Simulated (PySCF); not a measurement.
The isolated species `O->[Si](<-O)(Cl)(Cl)(Cl)Cl` (trans-Si(H2O)2Cl4) is ionised with Mg Kα (hν = 1253.6 eV). Calculated photoelectron kinetic energies of its computed core levels, recoil neglected:

| line | kinetic energy (eV) |
| --- | --- |
| 1 | 1143.43 |
| 2 | 1142.80 |
| 3 | 1048.06 |
| 4 | 1046.40 |
| 5 | 711.43 |

Theory: PySCF, delta-SCF UKS SCAN, pcX-2 on the ionised atom, pcseg-1 elsewhere, spin-free X2C.

Q: Convert to binding energies and name the level and atom behind each line. Bonds: Si1–O2, Si1–O5, Si1–Cl8, Si1–Cl9, Si1–Cl10, Si1–Cl11. Hydrogens: H3, H4 on O2; H6, H7 on O5.

A: Against the vacuum level, binding energy = hν − kinetic energy.

```
line  binding energy (eV)     level              atoms                     environment
   1               110.17  Si 2p3/2                Si1  silicon bonded to 4 Cl and 2 O
   2               110.80  Si 2p1/2                Si1  silicon bonded to 4 Cl and 2 O
   3               205.54  Cl 2p3/2  Cl8/Cl9/Cl10/Cl11           chlorine bonded to Si
   4               207.20  Cl 2p1/2  Cl8/Cl9/Cl10/Cl11           chlorine bonded to Si
   5               542.17      O 1s              O2/O5     oxygen bonded to Si and 2 H
```

Out of reach at this photon energy: Si 1s (1850.6 eV), Cl 1s (2828.1 eV).

Q: Where does line 5 move with hν = 800.0 eV?

A: To 800.0 − 542.17 = 257.83 eV; every photoline shifts by the change in photon energy, -453.6 eV.

Q: Give the binding energy of Cl 2p3/2 of Cl8/Cl9/Cl10/Cl11 in hartree and in kJ/mol.

A: 205.54 eV = 7.5535 Eh = 19832 kJ/mol.

Other core shells, valence and Auger electrons aren't listed. Topologically equivalent atoms share the value of their first member; where this conformer doesn't relate them by symmetry, their own values could differ. Spin–orbit coupling isn't in the SCF: each 2p doublet comes from a relaxed spin-free hole plus a matrix of the shell (mean-field spin–orbit coupling and the ground-state 2p splitting), with 2p3/2 averaged over its two sublevels. 2p1/2 minus 2p3/2 (ligand field included): Si 0.63 eV, Cl 1.65 eV. Isolated species at its PBE0-D3(BJ)/def2-SVP geometry, gas phase.
